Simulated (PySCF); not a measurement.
Dipole response of Zr²⁺ (zirconium, charge +2)

[Kr] 4d2, high-spin 3F determinant. Calculation: PySCF 2.14, in ANO-RCC-VTZP; scalar relativity by spin-free X2C-1e. Coupled (time-dependent) response in atomic units; α is the mean over directions. The basis has no added diffuse functions, which lowers α and C₆.

```tsv
method	mean α (bohr³)	C₆ (like pair)	S(−4)
PW91	12.10	59.87	111.6
TPSSh	11.61	58.04	92.29
```

S(−4) is the Cauchy moment in α(ω) = α(0) + S(−4) ω² + …

Spin-orbit coupling is absent.

α(iu) at PW91:

```tsv
u (hartree)	α(iu) (bohr³)
0	12.10
0.0500	11.83
0.100	11.16
0.200	9.470
0.300	8.075
0.500	6.210
0.750	4.714
1.00	3.675
1.50	2.360
2.00	1.613
3.00	0.8724
5.00	0.3703
```

A single London oscillator, α(iu) = α/(1 + u²/ω²), gives C₆ = (3/4) ω α². Matching the computed C₆ needs ω = 4 × 59.87 / (3 × 12.10²) = 0.545 hartree.

For an ion, C₆ is the dispersion term alone; charge-induced terms of lower order in 1/R come first.
